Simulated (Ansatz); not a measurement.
Mulliken charges of CH₄Cl₂O₂Si, SMILES `OC(O)(Cl)[SiH2]Cl` from ωB97M-V/def2-TZVPP in Ansatz (PBE0-D4/def2-TZVP geometry).

```csv
atom,x (Å),y (Å),z (Å),charge (e)
O1,-1.095,1.015,0.657,-0.267
C2,-0.369,-0.134,0.502,0.183
O3,-1.139,-1.195,0.047,-0.277
Cl4,0.294,-0.698,2.102,-0.123
Si5,1.193,0.215,-0.537,0.321
Cl6,0.529,0.476,-2.471,-0.222
H7,-1.895,0.803,1.159,0.182
H8,-1.367,-1.007,-0.873,0.195
H9,1.866,1.446,-0.076,0.000
H10,2.066,-0.973,-0.509,0.007
```

Question: By hand: the dipole of these point charges (1 e Å = 4.8032 D).

Answer: Σ q r = (0.173, 0.028, 0.058) e Å, of length 0.185 e Å = 0.89 D.

Question: How does the dipole of the full density compare? (Estimate.)

Answer: Ansatz gave: (-0.141, 0.078, -0.117) e Å, 0.96 D; the point charges give 0.93 times that, at 142° from its direction, so they point the opposite way.

Point charges leave out the atoms' own dipoles, such as those of lone pairs, and Mulliken's split depends on the basis, so the two needn't agree.
